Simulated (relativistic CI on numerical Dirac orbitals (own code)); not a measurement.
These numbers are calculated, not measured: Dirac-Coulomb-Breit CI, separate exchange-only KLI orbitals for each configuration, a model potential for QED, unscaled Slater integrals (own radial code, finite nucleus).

CI space (outside the closed core [Ar] 3d10): 4s²4p², 4s4p³, 4s²4p4d, 4p⁴, 4s4p²4d, 4s²4p4f, 4s4p²4f, 4p³4d, 4s4p4d², 4s²4d4f, 4p³4f, 4s²4p5s, 4p²4d4f, 4p³5s, 4s²4p5p, 4s4p4f², 4s4p4d5s, 4s4p²5s, 4s²4f5s, 4s²4p5d, 4s4p²5p, 4s²4p5f, 4s²4p5g, 4s4p²5d, 4p²4f5s, 4s²4p6s, 4s4p²5f, 4s²4d², 4s4d³, 4s4d²4f, 4p²4d², 4p4d³, 4p4d²4f, 4p4d²5s, 4s²4f², 4s4d4f², 4s4f³, 4p²4f², 4p4d4f², 4p4f³, 4p4f²5s, 4s4p4d4f, 4s4d4f5s, 4s²4d5s, 4s4d²5s, 4p²4d5s, 4p4d4f5s, 4p4d5s², 4s4p4f5s, 4s4f²5s, 4s4f5s², 4s²5s², 4s4d5s². Double excitations out of closed p, d and f shells are left out; levels of such configurations are missing from the list, as are those of other unlisted configurations, and high levels can miss mixing partners. These lack a partner that the ground configuration has and come out too high: 4s4p²5p, 4s4p²5d, 4s4p²5f, 4s²4p5p, 4s²4p5d.

At this charge energies of transitions that change n are usually good to better than 1 %, and those within a shell (Δn = 0) to a few per cent.

Outline of the computed level scheme of Pr XXVIII. Lowest level of each configuration: 4s²4p² ³P0 at 0.000 eV; 4s4p³ ⁵S°2 at 84.036 eV; 4s²4p4d ³F°2 at 130.495 eV; 4p⁴ ³P2 at 182.595 eV; 4s4p²4d ⁵F1 at 186.315 eV.

Some strong electric-dipole decays among the lowest 45 levels: 4s²4p4d ³D°1 → 4s²4p² ³P0 (4.6e+11 s⁻¹); 4s²4p4d ³D°3 → 4s²4p² ¹D2 (4.3e+11 s⁻¹); 4s²4p4d ¹F°3 → 4s²4p² ³P2 (3.9e+11 s⁻¹); 4s4p²4d ⁵P2 → 4s4p³ ⁵S°2 (3.8e+11 s⁻¹); 4s²4p4d ³P°0 → 4s²4p² ³P1 (3.8e+11 s⁻¹); 4s²4p4d ¹P°1 → 4s²4p² ¹S0 (3.4e+11 s⁻¹); 4s²4p4d ³P°2 → 4s²4p² ³P2 (2.9e+11 s⁻¹); 4s²4p4d ³D°2 → 4s²4p² ¹D2 (2.3e+11 s⁻¹).

LS names give the leading component of a level, which can be under half, so a name can repeat, a term be missing and a line seem to break the LS rules.
